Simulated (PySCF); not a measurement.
BF, charge +1, multiplicity 2. Atoms are numbered in the order given.

```xyz
2

B      0.0000     0.0000    -0.7810
F      0.0000     0.0000     0.4339
```
Charge +1, spin multiplicity 2.

Coordinates come from a B3LYP-D3(BJ)/def2-TZVPD optimisation.

These are PBE/def2-TZVPD (PySCF) values and carry that method's errors.

Mulliken values depend strongly on the basis, most of all with diffuse functions as here. ESP charges are fitted to the potential on shells at 1.4 to 2.0 van der Waals radii. Atomic charges (e):

```tsv
atom	ESP fit	Mulliken	meta-Löwdin	Mulliken spin
B1	0.92	0.79	[?]	1.00
F2	0.08	0.21	[?]	0.00
```

Task: What belongs in the gaps? (Estimate from the structure and the level; the computed values follow.)

Result: 
- B1, meta-Löwdin: 0.98
- F2, meta-Löwdin: 0.02
